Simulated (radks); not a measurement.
Values are calculated unless marked as measured or tabulated.
Q: Species: the silver ion Ag2+. Configuration: [Kr] 4d6.5 5p2.5 (fractional occupations, a model configuration). Code: a radial shooting solver on a logarithmic mesh with Libxc functionals. Model: scalar-relativistic Kohn-Sham, r2SCAN, spin-polarised, spherical densities, finite nucleus; open shells are filled with parallel spins first (spin-orbit coupling, left out, can overturn this in heavy ions); meta-GGA in the generalised Kohn-Sham scheme; Fermi nuclear charge, rms radius 4.5454 fm. Some entries of the table are withheld. Estimate them.

orbital,occ.,eigenvalue (eV),<r^2> (bohr^2)
1s up,1,-25420.05,0.001309
1s down,1,-25419.95,0.001309
2s up,1,-3792.715,0.02145
2s down,1,-3791.558,0.02144
2p up,3,-3403.260,0.01692
2p down,3,-3402.341,0.01691
3s up,1,-734.5046,0.1546
3s down,1,-734.1658,0.1546
3p up,3,-605.6676,0.1564
3p down,3,-605.1793,0.1563
3d up,5,-403.1876,0.1423
3d down,5,-402.2324,0.1422
4s up,1,-138.4929,0.9185
4s down,1,-134.1952,0.9164
4p up,3,-100.3315,1.086
4p down,3,-95.9142,1.083
4d up,5,-44.4567,(1)
4d down,1.5,-39.8789,(2)
5p up,2.5,-20.2703,8.079
5p down,0,-15.9929,9.093

A: 
(1) 4d up <r^2> (bohr^2): 1.698
(2) 4d down <r^2> (bohr^2): 1.691
